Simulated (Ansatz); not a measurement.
Sn₄H₈ was relaxed with PBE-D4 (def2-SVP) in Ansatz in these states: neutral quintet, neutral singlet, neutral triplet. The geometries follow in no particular order.

In the def2 sets Sn takes a core potential; there is no spin–orbit coupling.

A:

```xyz
12

Sn    0.090   -2.250   -0.296
Sn   -0.737    2.246    0.114
Sn    0.939    0.307   -1.080
Sn   -0.999    1.138    2.713
H    -0.067    3.850    0.143
H     0.949   -2.762    1.110
H    -0.127   -0.394    2.860
H     2.564    0.614   -0.559
H     0.362   -3.394   -1.567
H    -2.273    2.362   -0.690
H     0.899    0.493   -2.809
H    -1.599   -2.210    0.061
```

B:

```xyz
12

Sn    2.132   -0.982   -0.653
Sn   -1.464    1.036    1.006
Sn   -1.789   -1.490   -0.262
Sn   -0.822    2.894   -1.044
H    -2.965    1.553    1.712
H     1.270    0.547   -0.579
H     0.406    2.464   -2.234
H    -0.163   -1.876   -0.898
H     3.806   -0.626   -1.055
H    -0.265    0.984    2.272
H    -2.219   -2.836    0.783
H     2.073   -1.668    0.952
```

C:

```
atom    x (Å)    y (Å)    z (Å)
 Sn1  -1.0807   0.1132   1.6163
 Sn2   1.6266  -0.4890  -1.3471
 Sn3   0.0364   1.6847  -0.4674
 Sn4   0.0416  -2.6864  -0.2375
  H5   1.7853  -0.3339  -3.0768
  H6  -2.7513  -0.3475   1.7083
  H7  -1.3720  -1.8160  -0.9520
  H8  -1.3430   2.1219  -1.4311
  H9  -0.5272   0.2984   3.2588
 H10   3.2195  -0.1508  -0.7203
 H11   0.6180   3.1570   0.2607
 H12  -0.2532  -1.5516   1.3881
```

Problem. Judge from the bond lengths which geometry belongs to which state (an estimate).

Solution. A is the neutral triplet (Sn4–H12 4.313 Å, Sn1–Sn3 2.807 Å, Sn1–H12 1.726 Å); B is the neutral quintet (Sn4–H12 5.760 Å, Sn1–Sn3 3.973 Å, Sn1–H12 1.746 Å); C is the neutral singlet (Sn4–H12 2.004 Å, Sn1–Sn3 2.839 Å, Sn1–H12 1.873 Å).

The neutral quintet has come apart into loosely held pieces.
